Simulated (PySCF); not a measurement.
# Correlation energy of Al (aluminium, neutral)

[Ne] 3s2 3p1, 2P determinant. Calculation: PySCF 2.14, in cc-pV(T+d)Z (5s4p3d1f, 39 functions); no relativity, point nucleus. Frozen: [Ne]; 3 electrons correlated.

MP2 pair energies summed by pair of shells (mhartree):

```csv
pair,energy,share (%)
3s-3s,-20.50,57.2
3s-3p,-15.37,42.8
```

Total MP2 correlation energy: -35.87 mhartree.

Same-spin part -2.54 and opposite-spin part -33.34 mhartree; SCS-MP2 scales them by 1/3 and 6/5 to -40.85 mhartree.

```csv
level,correlation energy (mhartree)
CCSD,-51.08
(T),-1.15
CCSD(T),-52.23
```

Diagnostics: T1 = 0.018, D1 = 0.0408, largest double amplitude 0.101.

Cost of the coupled-cluster step: 0.66 s of wall time on 1 thread of Neoverse-N1 (shared host), for 3 correlated electrons.
